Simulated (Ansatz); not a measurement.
Input for Ansatz (a program for electronic structure): R-B3LYP/def2-TZVPP on BBr2HO (SMILES OB(Br)Br), a point of a torsion scan.

Ansatz 0.2 input:
```yaml
crystal:
  periodic: [false, false, false]
  atoms:
    - {symbol: O, position_ang: [-0.83981427, -0.61599674, 0.30144281]}
    - {symbol: B, position_ang: [0.27339735, 0.07940562, 0.15633291]}
    - {symbol: Br, position_ang: [0.51161801, 1.36450800, -1.22766487]}
    - {symbol: Br, position_ang: [1.66341165, -0.23616673, 1.38480996]}
    - {symbol: H, position_ang: [-1.59967070, -0.52315982, -0.27521924]}
basis:
  gaussian:
    orbitals: def2-TZVPP
hamiltonian:
  xc: {name: B3LYP}
scf: {lower_state_search: off}
```

The head of its log:

```
WARN ansatz: RAYON_NUM_THREADS=1 ignored (pool sized by the plan → 1); use --threads N
Functional definition: B3LYP
these checks for a lower state are left out or cut short: stability, starts, cluster_reference, orbital_swaps, neighbouring_geometries, increment
integrals: 0.10 GiB planned
1205 factors; their error is unknown
mean field: 0.93 GiB planned
mean field evaluation 1: about -142832.8488 eV, gradient 5.5e1 eV
mean field evaluation 2: about -142819.6562 eV, gradient 9.9e1 eV
```

Task: Predict the final total energy.

Result: -5249.2143 hartree.
